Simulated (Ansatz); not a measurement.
`[OH][GeH]([Cl])[Cl]` + CH₃NH₂ → `C[NH][GeH]([Cl])[Cl]` + H₂O at 298.15 K and 1 bar (ligand exchange at a Ge–O bond).

Gas-phase electronic energies from Ansatz, PBE0-D4/def2-TZVP geometries. CCSD(T)/CBS is the MP2 limit (def2-TZVPP, def2-QZVPP) plus CCSD(T) − MP2 in def2-TZVPP, frozen cores. This one scheme is used for every species. For Ge outer-core shells are correlated without core-valence functions, which leaves a few kJ/mol of doubt a bond. Scalar relativity is left out up to krypton. Each species was taken in one conformer, which may not be the lowest.

```tsv
species	CCSD(T)/CBS energy (Eh)	H − E (kJ/mol)	S (J/(mol·K))
`[OH][GeH]([Cl])[Cl]`	-3072.15640	83.3	336.8
CH₃NH₂	-95.75281	180.0	240.4
`C[NH][GeH]([Cl])[Cl]`	-3091.52536	194.8	377.3
H₂O	-76.37941	66.4	188.7
```

H − E and S are ideal-gas, rigid-rotor, harmonic terms from PBE0-D4/def2-TZVP, for one conformer and one mirror image of each species. 1 Eh = 2625.50 kJ/mol, R = 8.31446 J/(mol·K).

By hand: ΔE, ΔH, ΔS and ΔG.

ΔE = (-3091.52536) + (-76.37941) − (-3072.15640) − (-95.75281) = 0.00444 Eh = 11.7 kJ/mol. Δ(H − E) = 194.8 + 66.4 − 83.3 − 180.0 = -2.1, so ΔH = 9.6 kJ/mol. ΔS = 377.3 + 188.7 − 336.8 − 240.4 = -11.2 J/(mol·K). ΔG = 9.6 − 298.15 × (-11.2)/1000 = 12.9 kJ/mol.

By hand: the equilibrium constant, and the temperature at which ΔG would vanish if ΔH and ΔS stayed fixed.

log₁₀ K = −ΔG/(RT ln 10) = -2.3. ΔH and −TΔS have one sign here, so there is no such temperature.

TΔS isn't small against ΔH here. A doubt of 5 kJ/mol in ΔE shifts log₁₀ K by 0.9 here. Other conformers and mirror images would add mixing entropy, several J/(mol·K) or more a flexible species. Modes under 60 cm⁻¹, often nearly free rotors, make the harmonic entropy too high. These are equilibria of isolated gas molecules and say nothing of rates. Largest T1 diagnostic: 0.010 (customary marks: 0.02 for closed shells, 0.045 for open ones).

ΔS is within the doubt of such terms, so its sign, and with it that verdict, could turn.
